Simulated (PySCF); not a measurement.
(H2Al-mu-F)3 (Al3F3H6). Level of theory: PBE0-D3(BJ)/def2-SVP geometry optimisation, gas phase (PySCF 2.14.0).

```
atom  x, y, z in Å
Al1    2.0102    0.0112    0.3128
H2     2.9201    0.4494   -0.8979
H3     2.4468   -0.4204    1.7653
F4     0.6880    1.2566    0.4862
Al5   -1.0910    1.6517    0.3824
H6    -1.2802    2.6777   -0.7993
H7    -1.6437    1.7299    1.8571
F8    -1.4858   -0.0100   -0.2608
Al9   -0.8921   -1.6824   -0.6858
H10   -1.0052   -1.8401   -2.2502
H11   -1.3901   -2.6617    0.4451
F12    0.8384   -1.2446   -0.3038
```

**Question.** Which two atoms are farthest apart?

**Answer.** 6 pairs, among them H6···H11, H3···H6 and H2···H11, 5.484 Å down to 5.479 Å.

**Question.** Work out the bond lengths Al1–H3, Al5–H7, Al5–F8, Al9–H10 in bohr.

**Answer.** For Al1–H3 the difference vector is (0.4366, -0.4316, 1.4525) Å, of length 1.5769 Å. 1 bohr = 0.529177 Å. Al1–H3 2.980; Al5–H7 2.980; Al5–F8 3.449; Al9–H10 2.979 bohr.

**Question.** How far are the heavy atoms from their best plane (unweighted least squares)?

**Answer.** 0.015 Å rms; Al1 0.01, F4 0.02, Al5 0.02, F8 0.02, Al9 0.01, F12 0.01 Å (magnitudes).

**Question.** Where is the centre of mass (commonest isotopes), and what is the radius of gyration?

**Answer.** Mass 143.987 u; centre at (0.011, -0.004, -0.008) Å; Rg = √(Σ m r²/M) = 1.900 Å. As Ia + Ib + Ic = 2 Σ m r², the three principal moments sum to 1039.2 u·Å².

**Question.** Give the dihedral angles H10–Al9–F12–Al1, Al5–F8–Al9–H11, Al1–F4–Al5–H6, Al5–F8–Al9–F12, H7–Al5–F8–Al9, H6–Al5–F8–Al9.

**Answer.** H10–Al9–F12–Al1 113° (anticlinal); Al5–F8–Al9–H11 105° (anticlinal); Al1–F4–Al5–H6 -114° (anticlinal); Al5–F8–Al9–F12 -4° (synperiplanar); H7–Al5–F8–Al9 -104° (anticlinal); H6–Al5–F8–Al9 114° (anticlinal). Dihedral signs follow IUPAC: positive where, seen along the central bond, the front bond turns clockwise onto the rear one.

**Question.** How far apart are these pairs, which share no bond: Al1···H7, Al1···Al9, H2···Al5, H3···Al9, H6···Al9?

**Answer.** Al1···H7 4.323 Å (3 bonds apart); Al1···Al9 3.506 Å (2 bonds apart); H2···Al5 4.379 Å (3 bonds apart); H3···Al9 4.330 Å (3 bonds apart); H6···Al9 4.379 Å (3 bonds apart).

**Question.** What are the angles H3–Al1–F4, H2–Al1–F12, H2–Al1–H3, Al1–F12–Al9?

**Answer.** From the scalar product of the two bond vectors; for H3–Al1–F4 it is -0.8629 Å² over 1.5769 × 1.8246 Å², cos θ = -0.2999. H3–Al1–F4 107.5°; H2–Al1–F12 107.6°; H2–Al1–H3 128.6°; Al1–F12–Al9 147.6°.

**Question.** What is the repulsion energy of the bare nuclei, Σ ZA·ZB/RAB?

**Answer.** 455.61 Eh over 66 pairs, with full nuclear charges and distances in bohr; the largest single term is 33.93 Eh (Al1 with F4, or a pair equal to it).

**Question.** Write the matrix of distances between heavy atoms (Å, lower triangle).

**Answer.** 
```
Al1   0.000
F4    1.825  0.000
Al5   3.509  1.825  0.000
F8    3.543  2.624  1.825  0.000
Al9   3.506  3.537  3.507  1.825  0.000
F12   1.825  2.627  3.547  2.632  1.825  0.000
```

Whether it is a minimum is left open (no frequencies). The numbers are those of one conformer.
